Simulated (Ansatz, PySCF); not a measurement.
This Ansatz (an electronic-structure program) input computes a BLYP/def2-TZVPD energy:

Ansatz 0.2 input:
```yaml
crystal:
  periodic: [false, false, false]
  atoms:
    - {symbol: B, position_ang: [0.10913323, 0.00036412, -0.00122332]}
    - {symbol: C, position_ang: [1.56102088, 0.00520833, -0.01749817]}
    - {symbol: O, position_ang: [-0.71496782, 0.75706920, -0.92824824]}
    - {symbol: O, position_ang: [-0.68891359, -0.76175324, 0.94398497]}
    - {symbol: H, position_ang: [2.15667595, -0.65449753, 0.60977844]}
    - {symbol: H, position_ang: [2.13805050, 0.66882683, -0.65791993]}
    - {symbol: H, position_ang: [-1.49660770, 1.06251640, -0.45727815]}
    - {symbol: H, position_ang: [-1.47885889, -1.07244401, 0.49063147]}
basis:
  gaussian:
    orbitals: def2-TZVPD
hamiltonian:
  xc: {name: BLYP}
total_charge: -1
output: {forces: true}
```

Write an input for the same energy in PySCF and say what it gives.


```python
from pyscf import gto, scf, dft

mol = gto.M(
    atom='''
    B     0.10913323    0.00036412   -0.00122332
    C     1.56102088    0.00520833   -0.01749817
    O    -0.71496782    0.75706920   -0.92824824
    O    -0.68891359   -0.76175324    0.94398497
    H     2.15667595   -0.65449753    0.60977844
    H     2.13805050    0.66882683   -0.65791993
    H    -1.49660770    1.06251640   -0.45727815
    H    -1.47885889   -1.07244401    0.49063147
    ''',
    basis='def2-tzvpd',
    charge=-1,
    spin=0,
    verbose=4,
)

mf = dft.RKS(mol, xc='blyp').density_fit(auxbasis='def2-universal-jkfit')
mf.grids.level = 3
mf.conv_tol = 1e-9
mf.max_cycle = 100
mf.max_memory = 1500
mf.kernel()
if not mf.converged:
    mf = mf.newton()
    mf.kernel(mf.make_rdm1())
mf.analyze()
```
It gives -215.93480 Eh, and Ansatz -215.93471 Eh, a difference of 0.09 mEh, from the treatment of integrals and grids.

It need not be the lowest isomer of its formula. Whether it binds its extra electron was not tested at this geometry.
